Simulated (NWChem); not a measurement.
Species: GeF$_{3}$ cation

```xyz
4

F     -0.9986     1.3414     0.0000
Ge     0.0000     0.0000     0.0000
F     -0.6624    -1.5355     0.0000
F      1.6610     0.1941     0.0000
```
Atoms are numbered in this order, from 1.

Level: B3LYP/6-31G* (spherical d) (NWChem), optimised geometry, unscaled harmonic frequencies. B3LYP is NWChem's, with the RPA form of VWN correlation.

```json
[
 {"frequency (cm⁻¹)": "209", "IR intensity (km/mol)": "40.8"},
 {"frequency (cm⁻¹)": "214", "IR intensity (km/mol)": "23.7"},
 {"frequency (cm⁻¹)": "214", "IR intensity (km/mol)": "23.7"},
 {"frequency (cm⁻¹)": "739", "IR intensity (km/mol)": "0.0"},
 {"frequency (cm⁻¹)": "864", "IR intensity (km/mol)": "49.7"},
 {"frequency (cm⁻¹)": "864", "IR intensity (km/mol)": "49.7"}
]
```

```
Quantity                                                                           Result
-----------------------------------------------------------------------  ----------------
zero-point energy                                                            4.4 kcal/mol
thermal correction to the enthalpy at 298.15 K (with zero-point energy)      8.0 kcal/mol
heat capacity Cv                                                         13.3 cal/(mol K)
entropy at 298.15 K and 1 atm (symmetry number 6)                        68.9 cal/(mol K)
```

Rigid rotor and harmonic oscillator.
